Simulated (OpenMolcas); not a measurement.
**Xe⁵⁺: effect of the basis set**

| Property | Result |
| --- | --- |
| Program | OpenMolcas |
| Method | RASSCF |
| Active space | 3 electrons in 9 orbitals (RAS2 5s 5p; RAS3 5d, at most 2 electrons) |
| State averaging | 2S+1 = 4 odd, 1 root; 2S+1 = 2 odd, 11 roots; 2S+1 = 4 even, 3 roots; 2S+1 = 2 even, 9 roots |
| Spin-orbit coupling | RASSI with atomic mean-field integrals over the reference wave functions, term energies averaged over their components |

A. ANO-R2 [7s6p4d2f1g], X2C, finite nucleus; cost roughly 14 core-seconds
B. ANO-RCC-VTZP [7s6p4d2f1g], DKH2, point nucleus; cost of the order of 30 core-seconds
C. ANO-RCC-VQZP [8s7p5d3f2g], DKH2, point nucleus; cost about 21 core-seconds
D. ANO-RCC [10s9p8d5f3g], DKH2, point nucleus; cost of the order of 50 core-seconds

Energies in cm-1 above 5s2 5p 2P* 1/2, the measured ground level; measured values from Saloman, J. Phys. Chem. Ref. Data 33, 765 (2004).

```csv
Level,A,B,C,D,Measured
5s2 5p 2P* 1/2,0.0,0.0,0.0,0.0,0.0
5s2 5p 2P* 3/2,13730,13697,13435,13636,15599
5s 5p2 4P 1/2,86108,86136,85960,85833,92586
5s 5p2 4P 3/2,92498,92501,92152,92152,100378
5s 5p2 4P 5/2,99150,99157,98663,98762,107205
5s 5p2 2D 3/2,121683,121914,121748,121762,124870
5s 5p2 2D 5/2,124342,124546,124270,124373,129230
5s 5p2 2S 1/2 [55 %],146464,146940,146575,146578,
```

Deviations, from unrounded energies. A percentage is the sum of absolute deviations over the sum of measured energies, with the sign that they share, or ± where signs differ.

```
                  Against measurement  Levels      A      B      C      D
       mean absolute deviation (cm-1)       6   5400   5300   5600   5600
fine structure of the ground term (%)       1  -12.0  -12.2  -13.9  -12.6
             other configurations (%)       5   -5.5   -5.4   -5.7   -5.7
```

A, B, D lie about equally close to measurement and C furthest from it. The largest miss of B in the table is 5s 5p2 4P 5/2, by -8000 cm-1. The ranking rests on the paired levels alone, and a cruder setting can come out closer through cancelling errors.

Among A to D the level of the table that moves most is 5s 5p2 4P 5/2, by 490 cm-1 (lowest in C, highest in B).

Active for correlation alone: 5d; no level in the range computed is led by a configuration that fills it, so any true level of that kind is missing. Computed and measured levels are paired by configuration, term and J; levels that our copy of the source lacks, or whose pairing is in doubt (as where it misses far off the trend of its configuration), stay unpaired and out of the deviations. Levels of configurations outside the active space are missing. The table leaves out levels that lie high or whose names do not pair safely across all columns.

A share in square brackets marks a mixed level and gives the weight of the term that names it, the lowest over the columns. * marks odd parity.
